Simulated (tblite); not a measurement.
Species: C3H11BGe3.
SMILES with atom numbers: `[CH:1]#[C:2][BH:3][C@@H:4]([GeH3:5])[GeH2:6][GeH3:7]` (hydrogens: H8 on C1; H9 on B3; H10 on C4; H11, H12, H13 on Ge5; H14, H15 on Ge6; H16, H17, H18 on Ge7)

Computed with GFN2-xTB (tblite), gas phase: L-BFGS steps from a force-field or distance-geometry start until the largest atomic force falls under 0.01 eV/Å.

Step 103: E = -515.4437 eV
```
atom  x, y, z in Å  |  force x, y, z in eV/Å
C1     -3.5973    2.0052   -0.3089    0.010  -0.016   0.023
C2     -2.8277    1.0892   -0.4594    0.040  -0.007   0.000
B3     -1.8330   -0.0301   -0.6068    0.019  -0.005  -0.024
C4     -0.5264   -0.0090    0.2338   -0.005  -0.017   0.009
Ge5    -0.3661   -1.6167    1.3700   -0.031  -0.038  -0.019
Ge6     1.0908   -0.0562   -0.9271   -0.014  -0.006  -0.003
Ge7     3.0495    0.5469    0.2984    0.006   0.010  -0.016
H8     -4.2760    2.7975   -0.1740   -0.014   0.007  -0.021
H9     -2.0433   -0.9102   -1.3574    0.004   0.017   0.027
H10    -0.4463    0.8663    0.8856   -0.011   0.009   0.012
H11     0.9655   -1.6733    2.0687    0.002   0.025   0.014
H12    -0.4977   -2.8846    0.5829   -0.003   0.021  -0.008
H13    -1.4322   -1.6344    2.4259   -0.012  -0.001   0.035
H14     0.8851    0.8375   -2.1415    0.017   0.000   0.040
H15     1.2159   -1.4401   -1.5294    0.020   0.014  -0.029
H16     4.1945   -0.4076    0.1316   -0.004  -0.007   0.005
H17     3.6033    1.8876   -0.0822   -0.003   0.005  -0.015
H18     2.8326    0.6386    1.7838   -0.021  -0.010  -0.029
```

Step 104: E = -515.4442 eV
```
atom  x, y, z in Å  |  force x, y, z in eV/Å
C1     -3.5949    2.0078   -0.3121    0.016  -0.031   0.021
C2     -2.8259    1.0902   -0.4618    0.003   0.035   0.000
B3     -1.8321   -0.0307   -0.6068    0.001   0.005  -0.005
C4     -0.5273   -0.0088    0.2361    0.005  -0.015   0.008
Ge5    -0.3649   -1.6180    1.3697   -0.015  -0.021   0.012
Ge6     1.0885   -0.0555   -0.9268   -0.004  -0.003   0.005
Ge7     3.0482    0.5476    0.2968    0.000   0.001  -0.003
H8     -4.2756    2.8005   -0.1779    0.026  -0.035  -0.028
H9     -2.0432   -0.9153   -1.3520    0.002   0.023   0.022
H10    -0.4462    0.8675    0.8872   -0.015  -0.003   0.007
H11     0.9679   -1.6733    2.0697   -0.016   0.023   0.000
H12    -0.4958   -2.8835    0.5810   -0.002   0.007  -0.016
H13    -1.4294   -1.6394    2.4279   -0.010   0.000   0.028
H14     0.8817    0.8403   -2.1381    0.014   0.005   0.028
H15     1.2155   -1.4383   -1.5313    0.016   0.014  -0.030
H16     4.1911   -0.4095    0.1320    0.000  -0.006   0.002
H17     3.6041    1.8875   -0.0819   -0.001   0.008  -0.017
H18     2.8296    0.6375    1.7824   -0.019  -0.007  -0.032
```

Step 105: E = -515.4446 eV
```
atom  x, y, z in Å  |  force x, y, z in eV/Å
C1     -3.5915    2.0101   -0.3183    0.032  -0.058   0.020
C2     -2.8231    1.0911   -0.4654   -0.024   0.068   0.000
B3     -1.8299   -0.0314   -0.6062   -0.011   0.026   0.015
C4     -0.5286   -0.0091    0.2418    0.010  -0.011  -0.001
Ge5    -0.3631   -1.6200    1.3712   -0.001  -0.010   0.039
Ge6     1.0843   -0.0541   -0.9249    0.009  -0.005   0.011
Ge7     3.0465    0.5474    0.2943   -0.011  -0.005   0.007
H8     -4.2733    2.8026   -0.1848    0.041  -0.047  -0.033
H9     -2.0393   -0.9171   -1.3495   -0.001   0.014   0.012
H10    -0.4470    0.8677    0.8922   -0.021  -0.011   0.006
H11     0.9710   -1.6737    2.0710   -0.027   0.022  -0.007
H12    -0.4914   -2.8827    0.5797   -0.004  -0.009  -0.026
H13    -1.4261   -1.6468    2.4310   -0.009   0.001   0.024
H14     0.8756    0.8456   -2.1313    0.010   0.013   0.012
H15     1.2094   -1.4346   -1.5341    0.015   0.012  -0.030
H16     4.1869   -0.4118    0.1321    0.008  -0.012  -0.001
H17     3.6045    1.8857   -0.0843    0.001   0.016  -0.020
H18     2.8264    0.6376    1.7795   -0.017  -0.004  -0.030
```

**Question.** Estimate the geometry and energy of step 106. (The exact step hangs on the optimiser's Hessian estimate; all steps are aligned on step 105, rigid shifts and turns removed.)

**Answer.** E = -515.4453 eV, largest force 0.096 eV/Å
```
atom  x, y, z in Å  |  force x, y, z in eV/Å
C1     -3.5856    2.0143   -0.3304    0.020  -0.049   0.022
C2     -2.8183    1.0934   -0.4716   -0.027   0.067  -0.004
B3     -1.8271   -0.0325   -0.6032   -0.026   0.039   0.032
C4     -0.5313   -0.0106    0.2525    0.012  -0.005  -0.008
Ge5    -0.3590   -1.6248    1.3751    0.013   0.011   0.064
Ge6     1.0764   -0.0501   -0.9213    0.020  -0.005   0.020
Ge7     3.0436    0.5464    0.2911   -0.015  -0.010   0.011
H8     -4.2677    2.8083   -0.2021    0.060  -0.066  -0.035
H9     -2.0330   -0.9204   -1.3445   -0.006   0.012   0.007
H10    -0.4508    0.8669    0.9026   -0.023  -0.023   0.005
H11     0.9777   -1.6747    2.0722   -0.039   0.021  -0.010
H12    -0.4805   -2.8825    0.5771   -0.010  -0.027  -0.034
H13    -1.4196   -1.6617    2.4380   -0.002   0.002   0.012
H14     0.8632    0.8579   -2.1192    0.006   0.020  -0.004
H15     1.1961   -1.4267   -1.5395    0.017   0.011  -0.031
H16     4.1799   -0.4176    0.1317    0.012  -0.014  -0.003
H17     3.6060    1.8820   -0.0898    0.002   0.017  -0.020
H18     2.8213    0.6389    1.7754   -0.013  -0.001  -0.023
```

The energy changes by -0.0007 eV. The first-order estimate −F·Δx gives -0.0010 eV and the mean of the old and new forces, exact on a quadratic surface, -0.0007 eV. The step makes an angle of 83° with the force vector and moves no atom by more than 0.021 Å.

What follows is the cost of the whole relaxation. Time: 2.5 s wall. Hardware: an Arm Neoverse N1 with one thread, no GPU, shared host with 64 logical CPUs at a one-minute load of 57.
